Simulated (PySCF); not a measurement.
**Spinor energies of Hf (hafnium, neutral)**

Start: [Xe] 4f14 5d2 6s2; 5d3/2 filled at m_j = +1/2, +3/2. Calculated with PySCF 2.14 in x2c-QZVPPall-2c: generalised Hartree-Fock with the X2C-1e Hamiltonian and a Gaussian nucleus; one run each with spin-orbit coupling (SO) switched off, then screened by Boettger's factors.

```csv
spinor shell,electrons,"ε, spin-free (eV)","ε, screened SO (eV)",weight of nominal j (screened SO),"rms radius, screened SO (bohr)"
1s1/2,2,-65691.8,-65673.7,1.000,0.0215
2s1/2,2,-11371.9,-11366.2,1.000,0.0869
2p1/2,2,-9986.4,-10835.8,1.000,0.0740
2p3/2,4,-9986.4,-9638.1,1.000,0.0812
3s1/2,2,-2650.7,-2648.8,1.000,0.222
3p1/2,2,-2229.2,-2413.7,1.000,0.214
3p3/2,4,-2229.2,-2152.3,1.000,0.228
3d3/2,4,-1725.9,-1759.0,1.000,0.202
3d5/2,6,-1725.9,-1702.2,1.000,0.206
4s1/2,2,-564.41,-563.75,1.000,0.498
4p1/2,2,-423.56,-466.11,1.000,0.508
4p3/2,4,-423.56,-405.60,1.000,0.541
4d3/2,4,-238.10,-244.70,1.000,0.571
4d5/2,6,-238.10,-233.10,1.000,0.583
5s1/2,2,-80.115,-79.876,1.000,1.22
5p1/2,2,-43.513,-50.092,0.984,1.38
5p3/2,4,-43.513,-40.515,0.992,1.48
4f5/2,6,-31.022,-31.837,0.999,0.743
4f7/2,8,-31.022,-29.814,1.000,0.749
5d3/2,2,-7.326,-7.426,0.862,2.55
6s1/2,2,-6.467,-6.415,0.986,3.98
```

```csv
quantity,spin-free,screened SO
E (hartree),-15067.09771,-15083.00641
M_J,2,2
⟨J²⟩,8.085,6.892
⟨L²⟩,12.054,11.853
⟨S²⟩,2.030,2.037
```

The determinant has a definite M_J but mixes levels of different J.

Each row is a mean over spinors that exchange with the open shell spreads, by up to 2.469 eV (5p1/2).

Rows whose weight is well below 1 are mixtures of j = l ± 1/2: exchange outweighs spin-orbit coupling there, and the label is only the starting occupation.

Breit and QED terms are absent; they matter most for the inner s and p1/2 levels.

Densities and radii are taken from the X2C orbitals without a picture-change correction, which distorts them close to the nucleus.

Without spin-orbit coupling the j labels of p, d and f shells carry no meaning; the spin-free column gives the mean over the occupied spinors of each nl shell, and its ⟨J²⟩ belongs to a mixture of degenerate components.
